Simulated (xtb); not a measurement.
A geometry relaxed with GFN2-xTB in xtb, charge 0, multiplicity 1:

```xyz
4

H      1.1595    -0.1080    -0.0024
B      0.0000     0.0000     0.0004
H     -0.4862     1.0581     0.0006
H     -0.6733    -0.9501     0.0014
```

### Question
Write the SMILES of this molecule.

### Answer
`B`
